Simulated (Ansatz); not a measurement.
System (SMILES): [BH] (BH) (closed-shell singlet).
Atoms: B1, H2. Bonds: B1-H2.

Basis-set convergence of the highest harmonic wavenumber at CCSD(T) with Ansatz (a quantum-chemistry and plane-wave program). Each level at its own minimum, finite differences of forces, unscaled; the reference is a large set that could be run, not a limit. Cartesian d functions, on some or all atoms, in 6-31G*, 6-31+G*; all else is spherical. Cores are frozen. A restricted Hartree-Fock determinant is unstable towards unrestricted orbitals. No added dispersion term, no relativity. Reference: the value in aug-pcseg-3, 2369 cm⁻¹, itself unsure by roughly 7 cm⁻¹ (its mean distance from aug-cc-pVQZ, def2-QZVPPD, pcseg-3). Deviations are taken from unrounded values.

```tsv
basis	functions	highest harmonic wavenumber (cm⁻¹)
6-31G*	17	2348
6-31+G*	21	2369
cc-pVDZ	19	2345
aug-cc-pVDZ	32	2322
def2-SVP	19	2418
def2-SVPD	28	2392
pcseg-1	19	2426
aug-pcseg-1	32	2421
6-311G**	24	2343
6-311+G**	28	2351
def2-TZVP	37	2371
def2-TZVPD	46	2357
cc-pVTZ	44	2353
aug-cc-pVTZ	69	2351
pcseg-2	44	2388
aug-pcseg-2	69	2384
def2-TZVPP	45	2363
def2-TZVPPD	54	2359
cc-pVQZ	85	2361
aug-cc-pVQZ	126	2360
def2-QZVPP	87	2359
def2-QZVPPD	96	2359
pcseg-3	93	2370
aug-pcseg-3	134	2369
```

What the diffuse functions change, pair by pair:
- 6-31G* to 6-31+G*: 4 more functions, deviation -21 to 0 cm⁻¹
- cc-pVDZ to aug-cc-pVDZ: 13 more functions, deviation -25 to -47 cm⁻¹
- def2-SVP to def2-SVPD: 9 more functions, deviation 49 to 23 cm⁻¹
- pcseg-1 to aug-pcseg-1: 13 more functions, deviation 57 to 52 cm⁻¹
- 6-311G** to 6-311+G**: 4 more functions, deviation -26 to -18 cm⁻¹
- def2-TZVP to def2-TZVPD: 9 more functions, deviation 2 to -12 cm⁻¹
- cc-pVTZ to aug-cc-pVTZ: 25 more functions, deviation -16 to -18 cm⁻¹
- pcseg-2 to aug-pcseg-2: 25 more functions, deviation 19 to 14 cm⁻¹
- def2-TZVPP to def2-TZVPPD: 9 more functions, deviation -6 to -10 cm⁻¹
- cc-pVQZ to aug-cc-pVQZ: 41 more functions, deviation -9 to -9 cm⁻¹
- def2-QZVPP to def2-QZVPPD: 9 more functions, deviation -10 to -10 cm⁻¹
- pcseg-3 to aug-pcseg-3: 41 more functions, deviation 1 to 0 cm⁻¹

Leaving out the reference's own pair, they bring the value nearer the reference by more than 7 cm⁻¹ in 3 of 11 pairs.
